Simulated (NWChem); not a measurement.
Molecule: CH$_{3}$CoFO, quartet; SMILES [F][Co][O]C

```xyz
7

Co    -0.0090    -0.5056     0.0002
F      0.0200    -2.2398    -0.0002
O     -0.0279     1.1909    -0.0010
C      0.0266     2.5638     0.0004
H      0.1167     2.9627     1.0285
H      0.8942     2.9340    -0.5779
H     -0.8845     3.0030    -0.4481
```
Atoms are numbered in this order, from 1.

Program: NWChem. Spin-unrestricted. The geometry was optimised at PBE0/def2-SVP, spin-unrestricted. No frequency run checked for a minimum. This spin state was assumed; another may lie lower. No stability test was run on the SCF state.

Task: What does the run give for B3LYP/3-21G? Quantities: highest occupied level (eV); lowest empty minus highest occupied level, either spin (eV); dipole (D); <S²>.

Result: 
- highest occupied level (eV): -6.66
- lowest empty minus highest occupied level, either spin (eV): 5.22
- dipole (D): 2.54
- <S²>: 3.77
